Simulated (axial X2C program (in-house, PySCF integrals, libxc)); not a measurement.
Potential curves of AsF⁺, with spin–orbit coupling

Computed with an in-house relativistic program for diatomic molecules. Two-component (2c) means X2C with spin–orbit coupling and atomic mean-field two-electron Coulomb and Gaunt terms. Basis: As dyall-cv3z [9s9p6d4f1g], F dyall-av3z [7s6p3d2f] (cores contracted in-house); Gaussian nuclei, density fitting, unrestricted open shells. Masses: As 74.922 u, F 18.998 u.

State: Ω = 1/2 (⟨Sz⟩ = -0.50, ⟨Lz⟩ = 1.00 at HF). Energies in eV from the lowest point of each curve. Fits are polynomials in 1 − R0/R over 0.85 to 1.23 times the lowest point R0.

| R (Å) | MP2 | LDA | HF | PBE0 |
| --- | --- | --- | --- | --- |
| 1.4451 | 1.4176 | 1.3447 | 1.1038 | 1.3484 |
| 1.5115 | 0.5973 | 0.5617 | 0.3892 | 0.5565 |
| 1.5613 | 0.2443 | 0.2268 | 0.1126 | 0.2201 |
| 1.6112 | 0.0581 | 0.0520 | 0.0000 | 0.0473 |
| 1.6610 | 0.0000 | 0.0000 | 0.0121 | 0.0000 |
| 1.7191 | 0.0534 | 0.0550 | 0.1431 | 0.0633 |
| 1.7773 | 0.2031 | 0.2015 | 0.3656 | 0.2204 |
| 1.8520 | 0.4926 | 0.4814 | 0.7417 | 0.5163 |
| 1.9434 | 0.9406 | 0.9106 | 1.2848 | 0.9679 |
| 2.0762 |  | 1.6115 |  | 1.7044 |

Correlated methods: 11 electrons correlated (number of frozen shells: As 3 s, 2 p, 1 d; F 1 s), 231 virtual spin orbitals or spinors in MP2.

The state is a single determinant with fixed occupations, the lowest that a limited PBE0 search found. Density functionals use the spin component along the axis (collinear). The functionals have no current-density term, which raises determinants with orbital currents, atoms included. Some points did not converge and are left out. The stretched end of a curve changes character and is left out. MP2 and coupled cluster on one determinant become unreliable at the stretched end.

Question: Fit the MP2 curve near its minimum: give the equilibrium distance and the harmonic wavenumber.

Answer: At MP2, 2c: Re = 1.664 Å, ωe ≈ 831 cm⁻¹; Be follows as 0.402 cm⁻¹.

Question: Fit the LDA curve near its minimum: give the equilibrium distance and the harmonic wavenumber.

Answer: At LDA, 2c: Re = 1.662 Å, ωe ≈ 816 cm⁻¹; Be follows as 0.403 cm⁻¹.

Question: What are Re and ωe at the HF level?

Answer: At HF, 2c: Re = 1.630 Å, ωe ≈ 897 cm⁻¹; Be follows as 0.419 cm⁻¹.

Question: Fit the PBE0 curve near its minimum: give the equilibrium distance and the harmonic wavenumber.

Answer: At PBE0, 2c: Re = 1.659 Å, ωe ≈ 833 cm⁻¹; Be follows as 0.404 cm⁻¹.
